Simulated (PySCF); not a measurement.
**Working out the ionisation energy of Re+**

Re+ [Xe] 4f14 5d5 6s1 (7S) → Re(2+) [Xe] 4f14 5d5 (6S). Calculation: PySCF 2.14, in aug-cc-pwCVDZ-PP with ECP60MDF (6s6p5d3f, 70 functions); a scalar-relativistic core potential. Frozen: nothing. Energies in hartree (1 hartree = 27.21139 eV):

```tsv
part	Re+ (lower)	Re(2+) (upper)
UHF	-77.618146	-77.039793
MP2 opposite-spin	-0.188217	-0.176846
MP2 same-spin	-0.127060	-0.101220
```

What does Hartree-Fock give?

(-77.039793) − (-77.618146) = 0.578353 hartree = 15.738 eV.

What do MP2 and SCS-MP2 (6/5 opposite-spin, 1/3 same-spin) give?

The opposite-spin parts differ by 0.309 eV and the same-spin parts by 0.703 eV. MP2: 15.738 + (0.309) + (0.703) = 16.750 eV. SCS-MP2: 15.738 + 1.2 × (0.309) + (0.703)/3 = 16.343 eV.

Reference: 16.6 ± 0.5 eV (semi-empirical (NIST evaluation); NIST Atomic Spectra Database, ionization energies).

A double-zeta basis recovers only part of the correlation energy.

What remains against the reference includes basis incompleteness and correlation beyond second order.
